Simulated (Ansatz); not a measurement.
Wavefunction ladder for BrFH₄OSi₂ (`O[SiH](F)[SiH2]Br`)

```xyz
9

O    -0.5705    1.7608    0.7095
Si   -0.7046    0.6982   -0.5190
F    -2.1573    0.0308   -0.5556
Si    0.8336   -1.0443   -0.1667
Br    0.8967   -1.2523    2.0655
H    -0.3964    1.4013    1.5839
H    -0.5431    1.4698   -1.7698
H     0.4340   -2.3560   -0.7315
H     2.2078   -0.7084   -0.6163
```

The species carries charge 0 and has multiplicity 1. Correlated methods include outer-core shells of Br, which these sets cover unevenly. Scalar relativity is left out up to krypton. All single points use the PBE0-D4/def2-TZVP geometry. It is one conformer, not always the lowest. Frozen core, restricted reference, the Gaussian-basis code of Ansatz.

| basis | HF (Eh) | MP2 corr. | CCSD corr. | (T) | CCSD(T) total |
| --- | --- | --- | --- | --- | --- |
| def2-SVP | ? | ? | -0.82646 | -0.01728 | ? |
| def2-TZVPP | ? | -1.00226 | -1.03653 | ? | ? |
| def2-QZVPP | -3327.26288 | -1.38474 | – | – | – |

(1) Fill in the withheld values. (Best estimate.)

Results:

(1) Ansatz gave: def2-SVP HF (Eh): -3326.42358; def2-SVP MP2 corr.: -0.79031; def2-SVP CCSD(T) total: -3327.26732; def2-TZVPP HF (Eh): -3327.18663; def2-TZVPP (T): -0.03485; def2-TZVPP CCSD(T) total: -3328.25801.
